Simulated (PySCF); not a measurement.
## Calculated NMR data

Theory: GFN2-xTB geometry, PBE0/pcSseg-1 with gauge-including orbitals, in PySCF 2.14.0 with density-fitted response routines (equivalent nuclei averaged, relativity neglected, in vacuum, a single conformation).

Scale: TMS for 1H (31.72 ppm), 13C (186.93 ppm) (reference shieldings calculated alike). Where no couplings were computed, multiplicities follow the n + 1 count of equivalent neighbours, and m marks all less simple cases (inequivalent or close neighbours, rings, F or P nearby). Shifts are as computed. Against solution values, carbons near 30 ppm lie about +3 ppm off and those near 130 ppm about +5 ppm. Of 1211 compounds with measured shifts, 218 miss one by over three times the rms of a fit or turn the order of signals round; such compounds aren't used in these exercises.

Compound 1 (C5H10N2Si). 1H NMR (600 MHz, computed): δ 7.46 (s, 1H), 5.20 (s, 3H), 2.45 (s, 3H), 2.21 (s, 3H). 13C{1H} NMR (computed): δ 148.2 (CH), 146.0 (C), 120.8 (C), 11.4 (CH3), 10.9 (CH3). Structure: SMILES N1=CC(C)=C(C)N1[SiH3].

Compound 2 (C5H10N2Si). 1H NMR (600 MHz, computed): δ 7.89 (m, 1H), 7.56 (m, 1H), 6.56 (m, 1H), 5.39 (sept, 1H), 0.61 (d, 6H). 13C{1H} NMR (computed): δ 146.9 (CH), 137.5 (CH), 112.3 (CH), -2.3 (CH3). Structure: `C[SiH](C)N1C=CC=N1`.
